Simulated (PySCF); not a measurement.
C2H4AlNO, SMILES [CH3][AlH][N]=C=O. Heavy atoms are numbered as in [AlH:1]([CH3:3])[N:7]=[C:8]=[O:9]. Hydrogens are named by the atom that carries them.

Geometry optimised at B3LYP-D3(BJ)/def2-SVP. A frequency run showed that this geometry is not a minimum. The structure was generated by enumeration; whether it is a known compound was not checked. One conformer was computed; it need not be the lowest.

Level of theory: M06-2X/def2-TZVP in PySCF.

ESP charges are fitted to the potential on shells at 1.4 to 2.0 van der Waals radii. Atomic charges (e), one atom of each kind:

| atom | IAO | ESP fit | Löwdin |
|---|---|---|---|
| Al1 (AlH) | 1.03 | 1.07 | 0.28 |
| H on Al1 | -0.22 | -0.30 | -0.10 |
| C3 (CH3) | -0.82 | -0.83 | -0.50 |
| H on C3 | 0.16 | 0.19 | 0.14 |
| N7 | -0.62 | -0.71 | 0.06 |
| C8 | 0.56 | 0.64 | -0.33 |
| O9 | -0.40 | -0.39 | 0.16 |
